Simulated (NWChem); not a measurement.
System: GeBr cation, singlet

NWChem input:

```
start job
memory heap 200 mb stack 900 mb global 1100 mb
charge 1
geometry units angstroms noautoz
  Ge     0.000000     0.000000    -1.167360
  Br     0.000000     0.000000     1.067563
end
basis spherical
  * library cc-pvtz
end
dft
  xc b3lyp
  iterations 150
  mulliken
end
task dft energy
```

NWChem printed, in part:

```
             Northwest Computational Chemistry Package (NWChem) 7.3.0
             --------------------------------------------------------

 ORDER OF PRIMARY AXIS IS BEING SET TO 4
 C4V symmetry detected

                             Geometry "geometry" -> ""
                             -------------------------

 Output coordinates in angstroms (scale by  1.889725989 to convert to a.u.)

  No.       Tag          Charge          X              Y              Z
 ---- ---------------- ---------- -------------- -------------- --------------
    1 Ge                  32.0000     0.00000000     0.00000000    -1.16749709
    2 Br                  35.0000     0.00000000     0.00000000     1.06742591

 Effective nuclear repulsion energy (a.u.)     265.1896816488

      Symmetry information
      --------------------

 Group name             C4v
 Group number             18
 Group order               8
 No. of unique centers     2

                                 NWChem DFT Module
                                 -----------------

 Summary of "ao basis" -> "ao basis" (spherical)
 ------------------------------------------------------------------------------
       Tag                 Description            Shells   Functions and Types
 ---------------- ------------------------------  ------  ---------------------
 Ge                         cc-pvtz                 15       43   6s5p3d1f
 Br                         cc-pvtz                 15       43   6s5p3d1f

      Symmetry analysis of basis
      --------------------------

        a1         30
        a2          0
        b1          8
        b2          8
        e          40

            General Information
            -------------------
          SCF calculation type: DFT
          Wavefunction type:  closed shell.
          No. of atoms     :     2
          No. of electrons :    66
           Alpha electrons :    33
            Beta electrons :    33
          Charge           :     1
          Spin multiplicity:     1
          Use of symmetry is: on ; symmetry adaption is: on
          Maximum number of iterations: 150
          AO basis - number of functions:    86
                     number of shells:    30
          Convergence on energy requested:  1.00D-06
          Convergence on density requested:  1.00D-05
          Convergence on gradient requested:  5.00D-04

              XC Information
              --------------
                         B3LYP Method XC Potential
                     Hartree-Fock (Exact) Exchange  0.200
                        Slater Exchange Functional  0.800 local
                    Becke 1988 Exchange Functional  0.720 non-local
              Lee-Yang-Parr Correlation Functional  0.810
                  VWN I RPA Correlation Functional  0.190 local

             Grid Information
             ----------------
          Grid used for XC integration:  medium
          Radial quadrature: Mura-Knowles
          Angular quadrature: Lebedev.
          Tag              B.-S. Rad. Rad. Pts. Rad. Cut. Ang. Pts.
          ---              ---------- --------- --------- ---------
          Ge                  1.25      112           9.0       590
          Br                  1.15      112          10.0       590
          Grid pruning is: on
          Number of quadrature shells:   224
          Spatial weights used:  Erf1

      Superposition of Atomic Density Guess
      -------------------------------------

 Sum of atomic energies:       -4647.79222865

 Renormalizing density from      67.00 to     66

      Non-variational initial energy
      ------------------------------

 Total energy =   -4605.395997
 1-e energy   =   -6902.403330
 2-e energy   =    2031.817652
 HOMO         =      -0.715445
 LUMO         =      -0.370820

      Symmetry analysis of molecular orbitals - initial
      -------------------------------------------------

 !! scf_movecs_sym_adapt:   16 vectors were symmetry contaminated

  Symmetry fudging

 !! scf_movecs_sym_adapt:   12 vectors were symmetry contaminated

  Numbering of irreducible representations:

     1 a1          2 a2          3 b1          4 b2          5 e

  Orbital symmetries:

     1 a1          2 a1          3 a1          4 a1          5 e
     6 e           7 a1          8 a1          9 e          10 e
    11 a1         12 a1         13 e          14 e          15 a1
    16 a1         17 e          18 e          19 a1         20 e
    21 e          22 b1         23 b2         24 a1         25 e
    26 e          27 b2         28 b1         29 a1         30 a1
    31 e          32 e          33 a1         34 e          35 e
    36 a1         37 a1         38 e          39 e          40 a1
    41 b1         42 b2         43 a1

     ---------------------------------------------
      Total Density - Mulliken Population Analysis
     ---------------------------------------------

    Atom       Charge   Shell Charges
 -----------   ------   -------------------------------------------------------
    1 Ge  32    30.59   2.00  2.00  2.07  0.96  0.64  0.32  6.00  5.94  0.35  0.16  0.06  9.83  0.18  0.07  0.02
    2 Br  35    35.41   2.00  2.00  2.04  1.08  0.47  0.37  6.00  5.99  3.09  1.53  0.81  9.83  0.17  0.04  0.00

   convergence    iter        energy       DeltaE   RMS-Dens  Diis-err
 ---------------- ----- ----------------- --------- --------- ---------
 d= 0,ls=0.0,diis     1  -4650.6745222210 -4.92D+03  2.86D-02  7.78D+00
 d= 0,ls=0.0,diis     2  -4649.1123740860  1.56D+00  2.64D-02  1.33D+01
 d= 0,ls=0.0,diis     3  -4650.7312841168 -1.62D+00  9.95D-03  1.91D+00
 d= 0,ls=0.0,diis     4  -4651.0503829455 -3.19D-01  2.96D-03  4.19D-02
 d= 0,ls=0.0,diis     5  -4651.0530423219 -2.66D-03  9.41D-04  1.88D-02
  Resetting Diis
 d= 0,ls=0.0,diis     6  -4651.0569479544 -3.91D-03  1.72D-04  4.85D-04
 d= 0,ls=0.0,diis     7  -4651.0570553797 -1.07D-04  3.87D-05  6.67D-06
 d= 0,ls=0.0,diis     8  -4651.0570541897  1.19D-06  2.75D-05  1.45D-05
 d= 0,ls=0.0,diis     9  -4651.0570560475 -1.86D-06  6.48D-06  1.01D-06

 !! scf_movecs_sym_adapt:    2 vectors were symmetry contaminated

  Symmetry fudging
 d= 0,ls=0.0,diis    10  -4651.0570561825 -1.35D-07  7.20D-07  1.10D-08

         Total DFT energy =    -4651.057056182500
      One electron energy =    -6988.055405047240
           Coulomb energy =     2241.952936541829
    Exchange-Corr. energy =     -170.144269325925
 Nuclear repulsion energy =      265.189681648836

 Numeric. integr. density =       66.000000037750

                  Occupations of the irreducible representations
                  ----------------------------------------------

                     irrep           alpha         beta
                     --------     --------     --------
                     a1               15.0         15.0
                     a2                0.0          0.0
                     b1                2.0          2.0
                     b2                2.0          2.0
                     e                14.0         14.0

                       DFT Final Molecular Orbital Analysis
                       ------------------------------------

 Vector   31  Occ=2.000000D+00  E=-5.595533D-01  Symmetry=a1
              MO Center= -1.1D-16, -5.9D-16, -2.0D-01, r^2= 3.4D+00
   Bfn.  Coefficient  Atom+Function         Bfn.  Coefficient  Atom+Function
  ----- ------------  ---------------      ----- ------------  ---------------
    58      0.428423  2 Br pz                15     -0.333173  1 Ge pz
     4      0.282403  1 Ge s                 61      0.241397  2 Br pz
     5      0.198727  1 Ge s                 64      0.170122  2 Br pz
     6      0.169190  1 Ge s                 18     -0.111719  1 Ge pz
    21     -0.066101  1 Ge pz                49      0.064081  2 Br s

 Vector   32  Occ=2.000000D+00  E=-5.536900D-01  Symmetry=e
              MO Center= -1.7D-15, -4.1D-15,  7.8D-01, r^2= 1.8D+00
   Bfn.  Coefficient  Atom+Function         Bfn.  Coefficient  Atom+Function
  ----- ------------  ---------------      ----- ------------  ---------------
    57      0.502245  2 Br py                60      0.266847  2 Br py
    63      0.225536  2 Br py                56     -0.206520  2 Br px
    14      0.170760  1 Ge py                59     -0.109726  2 Br px
    62     -0.092739  2 Br px                13     -0.070216  1 Ge px
    20      0.052165  1 Ge py                17      0.051848  1 Ge py

 Vector   33  Occ=2.000000D+00  E=-5.536900D-01  Symmetry=e
              MO Center=  1.5D-14,  5.5D-15,  7.8D-01, r^2= 1.8D+00
   Bfn.  Coefficient  Atom+Function         Bfn.  Coefficient  Atom+Function
  ----- ------------  ---------------      ----- ------------  ---------------
    56      0.502245  2 Br px                59      0.266847  2 Br px
    62      0.225536  2 Br px                57      0.206520  2 Br py
    13      0.170760  1 Ge px                60      0.109726  2 Br py
    63      0.092739  2 Br py                14      0.070216  1 Ge py
    19      0.052165  1 Ge px                16      0.051848  1 Ge px

 Vector   34  Occ=0.000000D+00  E=-3.544588D-01  Symmetry=e
              MO Center= -4.0D-16, -1.5D-15, -9.1D-01, r^2= 2.9D+00
   Bfn.  Coefficient  Atom+Function         Bfn.  Coefficient  Atom+Function
  ----- ------------  ---------------      ----- ------------  ---------------
    14      0.575926  1 Ge py                20      0.333584  1 Ge py
    57     -0.214502  2 Br py                13      0.204363  1 Ge px
    63     -0.178219  2 Br py                17      0.173576  1 Ge py
    60     -0.124697  2 Br py                19      0.118370  1 Ge px
    56     -0.076114  2 Br px                62     -0.063239  2 Br px

[...]
```

Level: B3LYP/cc-pVTZ. Low-valent species are run as closed-shell singlets; no triplet was tried in these runs. Coordinates come from a B3LYP/6-31G* (spherical d) optimisation.
